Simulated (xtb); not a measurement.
p-cresol (C7H8O), SMILES Cc1ccc(O)cc1. All values are semi-empirical tight-binding results from xtb (GFN2-xTB unless named), good for trends rather than for accurate numbers. Geometry optimised at GFN2-xTB. Other conformers were not sampled.

Optimised geometry:

Bonds (Å): C1–C2 1.500, C1–H9 1.087, C1–H10 1.088, C1–H11 1.091, C2–C3 1.388, C2–C8 1.390, C3–C4 1.383, C3–H12 1.081, C4–C5 1.389, C4–H13 1.083, C5–O6 1.363, C5–C7 1.391, O6–H14 0.965, C7–C8 1.380, C7–H15 1.078, C8–H16 1.080. Angles (°): C2–C1–H9 110.8, C2–C1–H10 110.9, C2–C1–H11 110.1, H9–C1–H10 108.9, H9–C1–H11 108.0, H10–C1–H11 108.0, C1–C2–C3 120.9, C1–C2–C8 120.8, C3–C2–C8 118.3, C2–C3–C4 121.1, C2–C3–H12 119.7, C4–C3–H12 119.3, C3–C4–C5 120.1, C3–C4–H13 120.1, C5–C4–H13 119.8, C4–C5–O6 122.2, C4–C5–C7 119.4, O6–C5–C7 118.4, C5–O6–H14 109.6, C5–C7–C8 119.9, C5–C7–H15 118.8, C8–C7–H15 121.3, C2–C8–C7 121.2, C2–C8–H16 119.5, C7–C8–H16 119.3.
Charge 0, spin multiplicity 1.

```json
{
 "orbital_gap": "4.20 eV",
 "dipole_moment": "1.60 D",
 "zero_point_energy": "80.6 kcal/mol",
 "G − E(el) at 298.15 K (modified RRHO)": "60.1 kcal/mol",
 "static polarisability (D4 model)": "83.8 bohr³",
 "solvation energy, GFN2-xTB/ALPB(water)": "-4.5 kcal/mol",
 "solvation energy, GFN2-xTB/ALPB(methanol)": "-7.6 kcal/mol"
}
```

Give the IR lines (harmonic; lines under 4 % of the strongest left out, lines within 3 cm⁻¹ merged). (Estimate from the structure and the level; the computed values follow.)

ν (cm⁻¹): 374 (w), 403 (w), 425 (vs), 750 (w), 798 (m), 870 (w), 1017 (w), 1034 (w), 1128 (m), 1150 (vs), 1190 (w), 1224 (s), 1291 (vs), 1337 (m), 1430 (m), 1485 (w), 1503 (vs), 1592 (w), 1619 (m), 2994 (m), 3036 (m), 3050 (m), 3078 (s), 3108 (m), 3522 (w) (against the strongest line: vs over 80 %, s over 45 %, m over 15 %, w over 4 %, vw less)

Computed atomic charges and the Wiberg bond orders between heavy atoms:
charges (e) C1 -0.11, C2 0.01, C3 -0.04, C4 -0.07, C5 0.14, O6 -0.40, C7 -0.05, C8 -0.04, H9 0.04, H10 0.04, H11 0.05, H12 0.03, H13 0.02, H14 0.30, H15 0.05, H16 0.04. Bond orders C1–C2 1.02, C2–C3 1.41, C3–C4 1.45, C4–C5 1.38, C5–O6 1.06, C5–C7 1.36, C2–C8 1.40, C7–C8 1.46.
